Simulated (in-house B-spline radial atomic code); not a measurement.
Configurations of the samarium ion Sm⁷⁺, with energies counted from [Kr] 4d10 4f4 5s2 5p3. Method: Dirac-Hartree-Fock, average of configuration, Fermi nucleus of rms radius 5.0819 fm. Calculated with an all-electron radial atomic-structure program (B-spline basis). Energies include first-order Breit, QED and recoil terms.

Occupations are held fixed; configurations that lie above the ionisation limit could autoionise.

| configuration | E - E(ref) (eV) | highest orbital | its <r> (bohr) |
| --- | --- | --- | --- |
| [Kr] 4d10 4f4 5s2 5p2 7s1 | 74.629 | 7s1/2 | 4.088 |
| [Kr] 4d10 4f3 5s2 5p3 6g1 | 86.227 | 6g7/2 | 5.285 |
| [Kr] 4d10 4f3 5s2 5p3 8d1 | 89.619 | 8d5/2 | 7.357 |
| [Kr] 4d10 4f3 5s2 5p3 7g1 | 92.78 | 7g7/2 | 7.67 |
| [Kr] 4d10 4f4 5s2 5p2 7g1 | 96.985 | 7g7/2 | 7.704 |
| [Kr] 4d9 4f4 5s2 5p4 | 129.25 | 5p3/2 | 1.431 |
| [Kr] 4d9 4f5 5s2 5p3 | 135.65 | 5p3/2 | 1.451 |
| [Kr] 4d9 4f4 5s2 5p3 8s1 | 219.75 | 8s1/2 | 5.99 |
| [Kr] 4d9 4f4 5s2 5p3 6g1 | 222.48 | 6g7/2 | 5.281 |
| [Kr] 4d9 4f4 5s2 5p3 9g1 | 236.24 | 9g7/2 | 13.57 |

Problem. Order these further configurations by energy, lowest first.
A. [Kr] 4d9 4f4 5s2 5p3 6s1
B. [Kr] 4d10 4f3 5s2 5p4
C. [Kr] 4d10 4f5 5s2 5p2
D. [Kr] 4d10 4f3 5s2 5p3 9s1
E. [Kr] 4d10 4f4 5s2 5p2 9s1

Solution. B (-6.7085 eV), C (10.685 eV), D (91.205 eV), E (95.459 eV), A (179.49 eV).

Problem. How far above the reference does [Kr] 4d10 4f3 5s2 5p3 5d1 lie?

Solution. 27.759 eV; its least bound orbital is 5d5/2 with <r> = 1.721 bohr.

Problem. How far above the reference does [Kr] 4d10 4f4 5s2 5p2 7d1 lie?

Solution. 85.209 eV; its least bound orbital is 7d5/2 with <r> = 5.173 bohr.

Problem. How far above the reference does [Kr] 4d9 4f4 5s2 5p3 8g1 lie?

Solution. 233.31 eV; its least bound orbital is 8g7/2 with <r> = 10.43 bohr.

Problem. Is the reference the lowest configuration at this level of theory?

Solution. No: [Kr] 4d10 4f3 5s2 5p4 lies 6.708 eV lower. Averages of configurations without correlation can order differently from the measured ground levels.
